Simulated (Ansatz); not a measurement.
A run of Ansatz (development build ahead of 0.2.0) on triplet Pd2 at this shape:

```json
{"atom": "Pd", "x (Å)": "0.0000", "y (Å)": "0.0000", "z (Å)": "0.0000"}
{"atom": "Pd", "x (Å)": "0.0000", "y (Å)": "0.0000", "z (Å)": "2.4800"}
```

Its results:

```
Converged                       : yes
Total energy                    : -255.78603 hartree
Spin squared of the determinant : 2.005
Stability test                  : minimum
```

Problem. Which input gives this output? Name the method, the orbitals and the basis set, and write the input.

Solution. ωB97X (unrestricted) in def2-TZVPP. The basis set brings a core potential for Pd, so the total leaves out those core electrons.

```yaml
crystal:
  periodic: [false, false, false]
  atoms:
    - { symbol: Pd, position_ang: [0.0, 0.0, 0.0] }
    - { symbol: Pd, position_ang: [0.0, 0.0, 2.48] }
basis:
  gaussian: { orbitals: def2-TZVPP }
magnetization:
  spin_polarized: true
  initial_magnetization: 2
hamiltonian:
  xc: { name: wB97X }
```
